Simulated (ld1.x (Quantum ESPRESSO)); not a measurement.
# Cl: excitation energies, all-electron against ultrasoft

- Element: chlorine (Cl)
- Generator: ld1.x (Quantum ESPRESSO) 7.5
- Type: ultrasoft
- Functional: PBE
- Relativity: scalar-relativistic
- Frozen core: [Ne]
- Valence charge: 7
- Reference configuration: 3s2 3p5
- Partial waves: 3s (bound): rcut 0.90, rcutus 1.15 bohr; 3s channel at -0.65 Ry: rcut 0.90, rcutus 1.15 bohr; 3p (bound): rcut 1.30, rcutus 1.66 bohr; 3p channel at 3.3 Ry: rcut 1.30, rcutus 1.66 bohr; 3d channel at 0.05 Ry: rcut 0.95, rcutus 1.30 bohr
- Local potential: all-electron potential smoothed inside 1.50 bohr (lloc = -1)
- Core correction: Bessel-smoothed model core, default radius (core density twice the valence density)
- Augmentation charge: PSQ, inside the norm-conserving radii

Energies are relative to the spin-unpolarised reference configuration 3s2 3p5; without spin polarisation the order of configurations can differ from experiment.

```tsv
valence configuration	charge	ΔE all-electron (eV)	error AE − PS (meV)
3s2 3p4	+1	13.875	+0.2
3s2 3p3	+2	39.322	+7.7
3s2 3p2	+3	77.630	+37
3s2 3p4.5	+0.5	5.583	-0.3
3s1 3p6	0	12.153	-18
3s1 3p5	+1	26.584	-20
```

Question: What are ΔE and the potential's error for 3s2 3p5.3?

Answer: ΔE = -2.138 eV all-electron; the error (AE − PS) is +0.3 meV.
